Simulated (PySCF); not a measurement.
## Predicted spectroscopic data

Calculated, not measured (PySCF 2.14.0 with density-fitted response routines): shielding tensors at PBE0/pcSseg-1 (GIAO), GFN2-xTB structure. No relativistic terms, averaged over atoms made equivalent by symmetry, fast rotation or ring inversion, no solvent, one conformer.

Shifts are taken against calculated references (same method and geometry level): 1H and 13C against TMS. Splittings of carbon signals by F and P are missing where no couplings were computed. Where no couplings were computed, multiplicities follow the n + 1 count of equivalent neighbours, and m marks all less simple cases (inequivalent or close neighbours, rings, F or P nearby). Shifts are as computed. Against solution values, carbons near 30 ppm lie about +3 ppm off and those near 130 ppm about +5 ppm. Of 1211 compounds with measured shifts, 218 miss one by over three times the rms of a fit or turn the order of signals round; such compounds aren't used in these exercises.

Compound 1 (C7H9F). 1H NMR (400 MHz, computed): δ 5.88 (m, 1H), 5.54 (m, 2H), 2.94 (d, 2H), 1.78 (s, 3H), 1.46 (t, 1H). 13C{1H} NMR (computed): δ 138.4 (C), 134.5 (CH), 87.1 (C), 85.3 (CH2), 76.1 (CH), 31.6 (CH2), 17.8 (CH3). Structure: SMILES C#CC/C(C)=C/CF.

Compound 2 (C5H5F3Si). 1H NMR (400 MHz, computed): δ 7.08 (m, 1H), 6.19 (m, 1H), 5.51 (m, 1H), 3.12 (m, 2H). 13C{1H} NMR (computed): δ 183.3 (C), 155.9 (CH), 127.6 (CH), 100.6 (CH), 36.6 (CH2). Structure: `FC1=C[Si](F)(F)C=CC1`.
